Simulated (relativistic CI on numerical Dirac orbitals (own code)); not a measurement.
Au⁴⁺: N6,7 absorption edge

Computed with this model: Dirac-Coulomb-Breit CI, separate exchange-only KLI orbitals for each configuration, QED by a radiative potential, valence Slater integrals scaled by 0.9, multiplet model of core-to-valence dipole absorption; configurations [Xe] 4f14 5d7 → [Xe] 4f13 5d8; 300 K; Lorentzian 0.3 eV and Gaussian 0.3 eV FWHM. Energies are those of the free ion, without screening or charge transfer. The branching ratio is the share of the lower-energy edge in the whole absorption, uncertain by about 0.02 where the edges overlap. S is read from ⟨S²⟩ = S(S + 1).

Field parameters in Wybourne normalisation: D4h B²₀ = −7Ds, B⁴₀ = 21(Dq − Dt), B⁴₄ = 21√(5/14) Dq. The field is a parameter set, without covalency.

Case D4h, 10Dq = 33300, Ds = -1500, Dt = 480 cm⁻¹, the dichroism is that of the ground state at zero temperature, magnetised by exchange field 10 meV on Sz. The dichroism I(Δm = −1) − I(Δm = +1), over the sum of the three polarisations, integrates to 0.1074 on the lower edge and -0.0510 on the upper edge. The branching ratio is 0.663.

(1) Use the orbital sum rule with 3 holes to get ⟨Lz⟩.

Answers

(1) For a f → d edge ⟨Lz⟩ = -3 × n_h × (sum of both integrals) in this sign convention = -0.51; the ground state itself has ⟨Lz⟩ = -0.50 and ⟨Sz⟩ = -0.53. The rule assumes one radial integral for both edges, which relativistic orbitals only approach.
